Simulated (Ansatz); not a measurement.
BClH3NO, SMILES `NB(O)Cl`. Total charge 0; spin multiplicity 1.

```
atom   x (Å)   y (Å)   z (Å)
  N1  -0.798   0.709  -0.291
  B2   0.157  -0.263   0.001
  O3   1.156  -0.011   0.890
 Cl4   0.060  -1.855  -0.807
  H5  -1.547   0.559  -0.940
  H6  -0.778   1.615   0.142
  H7   1.749  -0.754   1.007
```

**Question.** What are the harmonic wavenumbers in cm⁻¹ at PBE0-D4/def2-TZVP (Ansatz, finite differences of forces, unscaled)? (Best estimate.)

**Answer.** Computed: 319, 370, 405, 443, 550, 593, 626, 917, 1005, 1259, 1464, 1629, 3645, 3756, 3914.

**Question.** Is this a minimum?

**Answer.** Yes, all 15 modes are real.

**Question.** Give the ideal-gas thermochemistry at 298.15 K and 1 bar (rigid rotor, harmonic oscillator; point group Cs, symmetry number 1).

**Answer.** Zero-point energy 125.0 kJ/mol; H(298) − E = 139.9 kJ/mol; entropy 293.5 J/(mol·K), of which translation 163.4, rotation 105.7, vibration 24.5; G(298) − E = 52.4 kJ/mol.

**Question.** And at 400, 500, 600, 800 and 1000 K?

**Answer.** 
```
T (K)  H − E (kJ/mol)  S (J/mol/K)  G − E (kJ/mol)
  400           148.4        317.9            21.3
  500           157.9        339.0           -11.6
  600           168.2        357.8           -46.5
  800           190.6        389.9          -121.3
 1000           214.7        416.8          -202.1
```
